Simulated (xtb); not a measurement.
CHOS (SMILES O=C=[SH+]), charge +1, singlet, geometry from GFN2-xTB; GFN1-xTB run with xtb.

The xtb input:
```
$ xtb mol.xyz --gfn 1 --chrg 1 --json

# file mol.xyz
4

O     -0.34180530     0.10102109    -1.68704513
C     -0.13121664     0.04098022    -0.58326032
S      0.27585043    -0.09473859     0.97470948
H     -0.89186473     0.46176743     1.40057134
```

Task: Predict the main parts of the log of this xtb run.

Result: 
```
   ID    Z sym.   atoms
    1    8 O      1
    2    6 C      2
    3   16 S      3
    4    1 H      4

           -------------------------------------------------
          |                Calculation Setup                |
           -------------------------------------------------

           -------------------------------------------------
          |                 G F N 1 - x T B                 |
           -------------------------------------------------

          ...................................................
          :                      SETUP                      :
          :.................................................:
          :  # basis functions                  20          :
          :  # atomic orbitals                  19          :
          :  # shells                            9          :
          :  # electrons                        16          :
          :  # halogen bonds                     0          :
          :  max. iterations                   250          :
          :  Hamiltonian                  GFN1-xTB          :
          :  restarted?                      false          :
          :  GBSA solvation                  false          :
          :  PC potential                    false          :
          :  electronic temp.          300.0000000     K    :
          :  accuracy                    1.0000000          :
          :  -> integral cutoff          0.2500000E+02      :
          :  -> integral neglect         0.1000000E-07      :
          :  -> SCF convergence          0.1000000E-05 Eh   :
          :  -> wf. convergence          0.2000000E-04 e    :
          :  Broyden damping             0.4000000          :
          :  net charge                          1          :
          :  unpaired electrons                  0          :
          ...................................................

 iter      E             dE          RMSdq      gap      omega  full diag
   1    -10.3145546 -0.103146E+02  0.814E+00    6.74       0.0  T
   2    -10.4475817 -0.133027E+00  0.665E+00    3.18       1.0  T
   3    -10.5860354 -0.138454E+00  0.236E+00    4.73       1.0  T
   4    -10.5795037  0.653173E-02  0.131E+00    4.03       1.0  T
   5    -10.5878129 -0.830918E-02  0.491E-01    4.30       1.0  T
   6    -10.5889871 -0.117419E-02  0.506E-02    4.44       1.0  T
   7    -10.5890024 -0.152920E-04  0.387E-03    4.46      12.9  T
[...]
         :: total energy             -10.478076398366 Eh    ::
[...]
         8        2.0000           -0.7941636             -21.6103 (HOMO)
         9                         -0.6303675             -17.1532 (LUMO)
        10                         -0.6050126             -16.4632
        11                         -0.5293527             -14.4044
        12                         -0.4785638             -13.0224
        13                         -0.4128893             -11.2353
        14                         -0.3979335             -10.8283
        15                         -0.3501192              -9.5272
        16                         -0.3471748              -9.4471
        17                         -0.1101196              -2.9965
        18                          0.1121461               3.0517
        19                          0.9619564              26.1762
      -------------------------------------------------------------
                  HL-Gap            0.1637962 Eh            4.4571 eV
             Fermi-level           -0.7122655 Eh          -19.3817 eV

  Mulliken/CM5 charges         n(s)   n(p)   n(d)
     1O    -0.10539 -0.15288   1.700  4.406  0.000
     2C     0.64316  0.70317   1.045  2.312  0.000
     3S     0.12678  0.04838   1.907  3.974 -0.008
     4H     0.33545  0.40134   0.665  0.000  0.000

Wiberg/Mayer (AO) data.
largest (>0.10) Wiberg bond orders for each atom

 ---------------------------------------------------------------------------
     #   Z sym  total        # sym  WBO       # sym  WBO       # sym  WBO
 ---------------------------------------------------------------------------
     1   8 O    2.556 --     2 C    2.311     3 S    0.210
     2   6 C    3.806 --     1 O    2.311     3 S    1.458
     3  16 S    2.485 --     2 C    1.458     4 H    0.817     1 O    0.210
     4   1 H    0.888 --     3 S    0.817
 ---------------------------------------------------------------------------

Topologies differ in total number of bonds
Writing topology from bond orders to xtbtopo.mol

 dipole moment from electron density (au)
     X       Y       Z
  -0.5753   0.2996   0.9532  total (Debye):    2.931

           -------------------------------------------------
          | TOTAL ENERGY              -10.478076398366 Eh   |
          | GRADIENT NORM               0.041866419912 Eh/α |
          | HOMO-LUMO GAP               4.457121015930 eV   |
           -------------------------------------------------

normal termination of xtb
```
